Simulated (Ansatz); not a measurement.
C2H5FGeO can be A, `F[CH2][GeH]1[CH2][O]1`, or B, `O/C(F)=[CH]\[GeH3]`.

Program: Ansatz. Geometries: PBE0-D4/def2-TZVP. ΔE: electronic, gas phase. CCSD(T)/CBS is the MP2 limit (def2-TZVPP, def2-QZVPP) plus CCSD(T) − MP2 in def2-TZVPP, frozen cores. Functionals use def2-TZVPP. B3LYP here is the variant with VWN-RPA as its local correlation; programs differ in this. For Ge outer-core shells are correlated without core-valence functions, which leaves a few kJ/mol of doubt a bond. Scalar relativity is left out up to krypton. Each species was taken in one conformer, which may not be the lowest.

Which is lower in electronic energy at CCSD(T)/CBS, and by how much? (Best estimate.)

The calculation gave: B, by 65.5 kJ/mol.

Give E(B) − E(A) in kJ/mol with ωB97M-V, B2PLYP, MP2/def2-TZVPP, B3LYP-D4, LDA (SPW92), HF/def2-TZVPP, BLYP-D4. (An estimate is asked.)

Ansatz gave: ωB97M-V -79.1, B2PLYP -71.7, MP2/def2-TZVPP -67.0, B3LYP-D4 -76.5, LDA (SPW92) -81.0, HF/def2-TZVPP -109.1, BLYP-D4 -68.2. None reverses the order clearly.

Does the order hold for the free energy at 298.15 K (harmonic terms from PBE0-D4)? (Best estimate.)

Ansatz gave: Yes: G(B) − G(A) = -81.7 kJ/mol, for one conformer each. Modes under 60 cm⁻¹, often nearly free rotors, make the harmonic entropy too high.

Largest T1 diagnostic: 0.014.

From BLYP to BHLYP (50 % exact exchange), in def2-TZVPP and without D4, E(B) − E(A) moves by −21.0 kJ/mol. At CCSD(T), def2-SVP lies −39.0 kJ/mol from the extrapolated value and def2-TZVPP −6.8 kJ/mol.
